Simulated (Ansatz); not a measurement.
`CC([SiH3])[TeH]` and `CC(O)[SiH3]` differ in one element.

Ansatz, PBE0-D4/def2-TZVP geometries, multiplicity 1. Each molecule was computed in one conformer, which needn't be the lowest.

Elements past krypton have def2 core potentials.

```
                                          property  `CC([SiH3])[TeH]`
             HOMO–LUMO gap (B3LYP/def2-TZVPP) / eV               4.85
                 LUMO energy (PBE/def2-TZVPP) / eV              -1.71
              HOMO–LUMO gap (PBE0/def2-TZVPP) / eV               5.27
size of the dipole moment (ωB97M-V/def2-TZVPP) / D               1.04
                HOMO energy (PBE0/def2-TZVPP) / eV              -6.15
  size of the dipole moment (B3LYP/def2-TZVPP) / D               1.08
```

Problem. What does the change do to each property? (Estimate.)

Solution. The calculation gave: 
| property | `CC(O)[SiH3]` | shift |
| --- | --- | --- |
| HOMO–LUMO gap (B3LYP/def2-TZVPP) / eV | 8.04 | 3.19 |
| LUMO energy (PBE/def2-TZVPP) / eV | -0.24 | 1.47 |
| HOMO–LUMO gap (PBE0/def2-TZVPP) / eV | 8.57 | 3.30 |
| size of the dipole moment (ωB97M-V/def2-TZVPP) / D | 1.96 | 0.92 |
| HOMO energy (PBE0/def2-TZVPP) / eV | -7.97 | -1.82 |
| size of the dipole moment (B3LYP/def2-TZVPP) / D | 1.95 | 0.87 |

With PBE0 the HOMO falls by 1.82 eV and the LUMO rises by 1.48 eV, so the gap widens by about 3.30 eV. PBE moves the HOMO by -1.23 eV and ωB97M-V by -2.09 eV. Dipoles are sizes alone; their direction can turn.

B3LYP here is the variant with VWN-RPA as its local correlation; programs differ in this.

Spin–orbit coupling is left out; it splits and shifts lone-pair levels of the heavy atoms by tenths of an eV.
